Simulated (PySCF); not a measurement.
SMILES Nc1cc[c]([GeH3])cc1 (C6H9GeN), singlet at its GFN2-xTB optimised geometry (Å):

```
17

N     -1.7706    -2.6776     0.0734
C     -1.0668    -1.4953     0.0000
C     -1.7346    -0.2689    -0.0060
C     -1.0241     0.9117    -0.0060
C      0.3672     0.9180    -0.0026
Ge     1.3503     2.5966     0.0081
C      1.0265    -0.3061     0.0000
C      0.3286    -1.4953     0.0000
H     -1.2797    -3.5136    -0.1976
H     -2.7385    -2.6449    -0.2015
H     -2.8160    -0.2560    -0.0095
H     -1.5571     1.8541    -0.0133
H      1.1627     3.3568     1.2849
H      0.9010     3.5136    -1.0874
H      2.8160     2.3548    -0.1623
H      2.1089    -0.3236    -0.0020
H      0.8574    -2.4387     0.0011
```

Level of theory: CAM-B3LYP/def2-SVP (PySCF). Cells within 0.4 Å of a nucleus heavier than hydrogen are left out (blank, or x).

Map of the electron localisation function on the plane z = 0.0 Å:

```
|0000000000000000000000000|
|0000000000000000000000000|
|0000000000000000000000000|
|0000000000000010000000000|
|0000000000001232100000000|
|0000000000002321246630000|
|0000000386002246189990000|
|00000019996011xx199992000|
|0000000999913612299992000|
|0000000399865884389970000|
|0000000034x8xx62000000000|
|0000588559275583430000000|
|00009999xx7127x7999100000|
|00009999xx5026x7999500000|
|0000278569564884899200000|
|0000000022x9xx51000000000|
|0000037559575897000000000|
|00003999xx504999500000000|
|0000399936700999700000000|
|0000045369960499200000000|
|0000000049970010000000000|
|0000000017830000000000000|
|0000000000000000000000000|
|0000000000000000000000000|
|0000000000000000000000000|
```
Scale: ten equal steps from 0.000 (start of '0') to 1.000 (end of '9'), in the order '0123456789'; x runs from -6.00 to 6.00, y from -6.00 (bottom) to 6.00 (top).
